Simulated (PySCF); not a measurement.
# S⁺ (sulfur, charge +1): UHF calculation

Configuration: [Ne] 3s1 3p4, high-spin 4P determinant (an excited configuration). All numbers are calculated (PySCF 2.14, scalar relativity by spin-free X2C-1e, in aug-cc-pVDZ-DK).

```
Total energy                                                  : -397.851046 hartree
One-electron energy                                           : -543.2929 hartree
Hartree (Coulomb) energy                                      : 170.3139 hartree
Exchange energy                                               : -24.8721 hartree
⟨S²⟩                                                          : 3.7607
⟨L²⟩                                                          : 2.008
Sum of ⟨r⟩                                                    : 12.98 bohr
Sum of ⟨r²⟩                                                   : 21.98 bohr²
Traceless quadrupole moment −½Σ⟨3z² − r²⟩ along its main axis : -1.90 e·bohr²
Langevin diamagnetic susceptibility                           : -17.4 ×10⁻⁶ cm³/mol
```

```csv
shell,electrons,mean orbital energy (eV),spread (eV),"rms radius, mean of both spins (bohr)"
1s α,1,-2525.2,0,0.112
1s β,1,-2524.1,0,0.112
2s α,1,-260.03,0,0.516
2s β,1,-258.29,0,0.516
2p α,3,-195.75,0.580,0.491
2p β,3,-194.15,0.423,0.491
3s α,1,-39.797,0,1.74
3p α,3,-24.369,1.745,2.06
3p β,1,-18.207,0,2.06
```

Densities and radii are taken from the X2C orbitals without a picture-change correction, which distorts them close to the nucleus.

Spin-orbit constants ζ (cm⁻¹) from the X2C one-electron operator on these orbitals: bare nucleus, nucleus screened by l(l+1)(2l+1)/3 electrons, and screened by the Breit-Pauli mean field of the electrons.

| shell | bare | screened nucleus | mean field |
| --- | --- | --- | --- |
| 2p | 7439 | 6509 | 6081 |
| 3p | 577.6 | 505.4 | 466.8 |

To first order the Landé constant is A = -155.6 cm⁻¹, so the lowest level has J = 5/2 and lies 0.0289 eV below the centre of the term. This holds in LS coupling only.
